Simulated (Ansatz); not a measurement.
Geometry optimisation, RKS PBE0-D4/def2-SVP in Ansatz.

Input file:

```yaml
crystal:
  periodic: [false, false, false]
  atoms:
    - { symbol: Al, position_ang: [-1.1668, -1.2568, 0.5468] }
    - { symbol: S, position_ang: [1.2859, -1.5439, 1.4772] }
    - { symbol: H, position_ang: [-1.5878, -2.3804, -0.4082] }
    - { symbol: H, position_ang: [-2.1239, -0.6631, 1.5914] }
    - { symbol: H, position_ang: [0.9, -0.2919, 0.2534] }
    - { symbol: O, position_ang: [0.0037, 0.293, -0.4389] }
    - { symbol: C, position_ang: [0.3478, 1.406, -1.2126] }
    - { symbol: H, position_ang: [1.0483, -0.6635, 2.4475] }
    - { symbol: H, position_ang: [0.7051, 2.2172, -0.5715] }
    - { symbol: H, position_ang: [-0.538, 1.7444, -1.7522] }
    - { symbol: H, position_ang: [1.1256, 1.139, -1.933] }
basis:
  gaussian: { orbitals: def2-SVP }
hamiltonian:
  xc: pbe0
  dispersion: d4
relax:
  f_tol: 0.15
  max_steps: 25
  restrain:
    - { distance: [0, 5], at: 1.87, k: 30.0 }
    - { distance: [4, 1], at: 1.36, k: 30.0 }
    - { distance: [0, 1], at: 3.56, k: 30.0 }
    - { distance: [4, 5], at: 2.27, k: 30.0 }
```

Launched with:

```bash
$ ansatz run input.yaml --threads 2 --pin off --max-ram 3072MiB --backend cpu --events-out ev --progress --plain --runs-dir out
```

**Question.** Where does it end, and by what steps?

**Answer.** The forces met the threshold. The restraints hold the end off the free minimum. After 12 steps the energy has fallen by 0.397 eV (the restraints' own energy left out); H5 moved furthest, 0.88 Å. Joined: S2–H5 (1.79 → 1.36 Å).

```json
{"step": "0", "energy less start (eV)": "0.0000", "largest force component (eV/Å)": "2.783", "accepted": "yes"}
{"step": "1", "energy less start (eV)": "0.5421", "largest force component (eV/Å)": "2.787", "accepted": "yes"}
{"step": "2", "energy less start (eV)": "0.4393", "largest force component (eV/Å)": "2.740", "accepted": "yes"}
{"step": "3", "energy less start (eV)": "0.0845", "largest force component (eV/Å)": "2.247", "accepted": "yes"}
{"step": "4", "energy less start (eV)": "-0.2721", "largest force component (eV/Å)": "1.557", "accepted": "yes"}
{"step": "5", "energy less start (eV)": "-0.2826", "largest force component (eV/Å)": "1.929", "accepted": "yes"}
{"step": "6", "energy less start (eV)": "-0.3203", "largest force component (eV/Å)": "1.653", "accepted": "yes"}
{"step": "7", "energy less start (eV)": "-0.2849", "largest force component (eV/Å)": "1.529", "accepted": "no"}
{"step": "8", "energy less start (eV)": "-0.3331", "largest force component (eV/Å)": "1.567", "accepted": "yes"}
{"step": "9", "energy less start (eV)": "-0.3364", "largest force component (eV/Å)": "1.549", "accepted": "yes"}
{"step": "10", "energy less start (eV)": "-0.3619", "largest force component (eV/Å)": "1.523", "accepted": "yes"}
{"step": "11", "energy less start (eV)": "-0.3782", "largest force component (eV/Å)": "1.554", "accepted": "yes"}
{"step": "12", "energy less start (eV)": "-0.3974", "largest force component (eV/Å)": "1.546", "accepted": "yes"}
```

```xyz
11
Properties=species:S:1:pos:R:3
Al -1.436 -0.898 0.065
S 1.647 -1.538 1.702
H -1.710 -2.402 -0.315
H -2.243 -0.013 1.102
H 1.461 -0.930 0.500
O -0.124 -0.090 -0.890
C 0.141 1.263 -1.084
H 1.581 -0.368 2.374
H 0.152 1.846 -0.141
H -0.600 1.743 -1.753
H 1.131 1.386 -1.561
```

The run took 19 s on 2 threads of Intel(R) Xeon(R) 6975P-C (Granite Rapids), with other jobs on the host, peak memory 0.22 GiB.
